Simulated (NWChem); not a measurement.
Molecule: C3H2BF3; SMILES FB1CC(F)=C1F

```xyz
9

F     -0.0707     2.4540     0.0000
B     -0.2172     1.1416     0.0000
C     -1.5074     0.1651     0.0000
C     -0.3988    -0.8648     0.0000
F     -0.5325    -2.1854     0.0000
C      0.7079    -0.0805     0.0000
F      1.9990    -0.4172     0.0000
H     -2.1436     0.1555    -0.8933
H     -2.1436     0.1555     0.8933
```
Atoms are numbered in this order, from 1.

Program: NWChem. Geometry: optimised at B3LYP/6-31G* (spherical d).

**Question.** Predict the results for B3LYP/def2-TZVP. Quantities: highest occupied level (eV); orbital gap (eV); dipole (D).

**Answer.** The highest occupied level (eV) is -7.71, the orbital gap (eV) comes out as 6.22 and the dipole (D) is 1.54.
